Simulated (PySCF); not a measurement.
Compound: MePhSiCl2, C7H8Cl2Si.
Numbering: `[CH3:1][Si:2]([Cl:3])([Cl:4])[c:5]1[cH:6][cH:7][cH:8][cH:9][cH:10]1`

Structure used (GFN2-xTB), in Å, numbered top down from 1:
```
atom  x, y, z in Å
C1    -2.8507   -0.1122   -0.8130
Si2   -1.7728   -0.0839    0.7552
Cl3   -2.2590    1.5551    1.8587
Cl4   -2.1654   -1.7416    1.8631
C5     0.0741   -0.0168    0.3479
C6     0.6214    1.1401   -0.2061
C7     1.9650    1.2133   -0.5221
C8     2.7919    0.1266   -0.2906
C9     2.2657   -1.0307    0.2574
C10    0.9205   -1.1005    0.5718
H11   -2.6759    0.7667   -1.4266
H12   -2.6388   -0.9867   -1.4212
H13   -3.9078   -0.1318   -0.5608
H14   -0.0144    1.9951   -0.3843
H15    2.3687    2.1202   -0.9481
H16    3.8425    0.1823   -0.5353
H17    2.9058   -1.8813    0.4416
H18    0.5205   -2.0073    1.0006
```

Definitions: NICS(0) = −σiso at the ring centroid; NICS(1) = −σiso and NICS(1)zz = −σzz at ±1 Å along the ring normal z. Level: GIAO PBE0/pcSseg-1 (PySCF, non-relativistic, gas phase) on the GFN2-xTB geometry, one conformer.

Ring bond lengths (Å), with Mayer bond orders in brackets: C5–C6 1.395 (1.41), C6–C7 1.382 (1.46), C7–C8 1.385 (1.42), C8–C9 1.384 (1.43), C9–C10 1.383 (1.45), C10–C5 1.393 (1.42).

Task: Give the NICS values of each ring in ppm.

Result: 
```
              ring                                              type  NICS(0)  NICS(1), two faces  NICS(1)zz, two faces  rms pucker (Å)  centre to ring atoms, mean (Å)
C5–C6–C7–C8–C9–C10  6-membered carbocycle; formal bonds all aromatic     -8.3       -11.5 / -11.5         -28.6 / -28.7            0.00                            1.39
```

Task: What can be read from them?

Result: 
- C5–C6–C7–C8–C9–C10: mean NICS(1)zz -28.6 ppm, shielded. For a flat ring without four-coordinate atoms the NICS criterion counts such a value as aromatic.

Task: What does the geometric index give? Use HOMA with the parameters of Krygowski (1993).

Result: 
- C5–C6–C7–C8–C9–C10: HOMA 0.99 = 1 − EN − GEO, with mean bond length 1.387 Å, EN = α(Ropt − mean)² = 0.000 and GEO = α × variance = 0.006. The geometric and the magnetic index point the same way.

Task: At the second NICS(1) probe listed for ring C5–C6–C7–C8–C9–C10, 1 Å off the ring, what do the in-plane components average?

Result: The isotropic value is a third of the trace: (3 × -11.5 − (-28.7))/2 = -2.9 ppm.
